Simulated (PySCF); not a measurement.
# Relaxation of singlet H₂WO₂

Method: PBE0/[W def2-TZVP with ECP60, O def2-TZVP, H def2-TZVP], scalar-relativistic core potentials, density fitting, no spin–orbit coupling, PySCF. A (50,194) grid was used.

A hand-made square planar (ligand arrangement 1) start, of C2v symmetry, held to at least that symmetry:

Coordinates in bohr (charge 0 multiplicity 1):
```
W     0.2307    0.2307    0.0000
O    -3.1141    0.2307    0.0000
O     0.2307   -3.1141    0.0000
H     3.4243    0.2307    0.0000
H     0.2307    3.4243    0.0000
```

**Question.** What does it relax to?

**Answer.** It ends at C2v with W–H 1.868 Å (×2), W–O 1.709 Å (×2); H–W–H 79.4°, H–W–O 88.0° (×2), H–W–O 167.4° (×2), O–W–O 104.7°. A frequency run shows 3 imaginary modes, down to 1586i cm⁻¹, so it is a higher-order saddle point. Other isomers or separated fragments may lie lower.

**Question.** How much energy is released, and in how many steps?

**Answer.** 99.3 kJ/mol in 8 steps.

Stability towards spin polarisation was not tested. With an element this heavy the missing spin–orbit coupling can shift these numbers.
